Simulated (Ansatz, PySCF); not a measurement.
Mo(NH)2(Cl)(NH2) (ClH₄MoN₃), SMILES [NH]=[Mo](=[NH])([NH2])[Cl], multiplicity 1.

Coordinates come from a r2SCAN-D4/def2-SVP optimisation. The spin state was assumed, not searched. The def2 effective core potentials stand for the cores of Mo; spin–orbit coupling is left out. Other conformers were not sampled.

Vertical ionisation energy (IE) and electron affinity (EA) in eV. Rows of orbital energies are one-electron estimates. Where ΔSCF, EOM or ADC give a negative EA the extra electron is unbound and the value depends on the basis.

```tsv
level	IE	EA
−ε(HOMO), −ε(LUMO), r2SCAN/def2-TZVP (PySCF)	6.67	2.42
−ε(HOMO), −ε(LUMO), PBE/def2-TZVP (PySCF)	6.39	2.45
ΔSCF, PBE0/def2-SVPD (Ansatz), final states of multiplicity 2 and 2	9.53	0.17
ΔSCF, PBE/def2-SVPD (Ansatz), final states of multiplicity 2 and 2	9.26	-0.18
```

Q: What vertical singlet–triplet gap does ΔSCF give with PBE0/def2-SVPD (Ansatz, a first-principles code) and with PBE/def2-SVPD (Ansatz)? (An estimate is asked for; the answer gives what the named calculation found.)

A: 3.68 and 3.77 eV (triplet above singlet where positive).
